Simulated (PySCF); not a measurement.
# Ionisation energy of Xe⁺ by level of theory

Xe⁺ [Kr] 4d10 5s2 5p5 (2P) → Xe²⁺ [Kr] 4d10 5s2 5p4 (3P), as a difference of total energies. Calculation: PySCF 2.14, in x2c-QZVPPall; scalar relativity by spin-free X2C-1e. Correlated levels: valence: [Kr] 4d10 frozen; valence and next inner shell: [Ar] 3d10 frozen. The calculations carry no spin-orbit coupling.

```csv
method,ionisation energy (eV),plus first-order spin-orbit estimate,difference from reference of that sum (eV)
UHF,20.070,20.028,-0.947
LDA,21.395,21.353,+0.378
PBE,21.065,21.023,+0.048
PBE0,21.112,21.070,+0.095
r2SCAN,21.113,21.071,+0.096
wB97M-V,21.030,20.988,+0.013
M06,20.890,20.848,-0.127
BHandHLYP,21.079,21.037,+0.062
ROHF,20.090,20.048,-0.927
MP2 (valence),20.913,20.872,-0.103
SCS-MP2 (valence),20.934,20.892,-0.083
MP2 (valence and next inner shell),21.095,21.053,+0.078
SCS-MP2 (valence and next inner shell),21.060,21.018,+0.043
```

Reference: 20.975 eV (semi-empirical (NIST evaluation); NIST Atomic Spectra Database, ionization energies).

A first-order spin-orbit estimate (lowest level to lowest level, LS coupling) adds -0.042 eV.

Errors of the correlated levels include the incompleteness of this basis and the frozen core.
